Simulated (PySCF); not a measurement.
# Working with the constants of CsSe

UHF-CCSD(T) constants of CsSe, ²Π (doublet), unpaired electrons π ↑ (basis Cs def2-SVP with ECP46, Se def2-SVP; scalar-relativistic core potentials; PySCF 2.14; masses 132.9054 and 79.9165 u):

| Quantity | Value |
| --- | --- |
| ωe | 137.7 cm⁻¹ |
| ωexe | 0.303 cm⁻¹ |
| Be | 0.030993 cm⁻¹ |
| αe | 9.58e-05 cm⁻¹ |
| D (centrifugal) | 6.28e-09 cm⁻¹ |
| De to Cs + Se | 2.02 eV |

(1) Give the vibrational terms G(v) and spacings up to v = 6.

(2) How well does the Morse estimate ωe²/(4ωexe) reproduce De, and what is D0?

Correlated steps freeze 9 core orbitals. Correlated levels converge slowly with the basis: in double zeta they bind strong bonds too weakly, by up to about 1 eV, and carry superposition errors of some tenths. These are scalar-relativistic numbers at best; spin–orbit coupling would shift them, the dissociation energy most. The state was picked by a PBE0 search and need not be the measured ground state.

Answers

(1) G(v) = ωe(v+½) − ωexe(v+½)².

```csv
v,G(v) (cm⁻¹),G(v) − G(v−1),Bv (cm⁻¹)
0,68.8,,0.03095
1,205.9,137.1,0.03085
2,342.4,136.5,0.03075
3,478.2,135.9,0.03066
4,613.5,135.3,0.03056
5,748.2,134.7,0.03047
6,882.2,134.1,0.03037
```

(2) It gives 1.94 eV, 96 % of the computed De. D0 = De − G(0) = 2.02 − 0.01 = 2.01 eV.
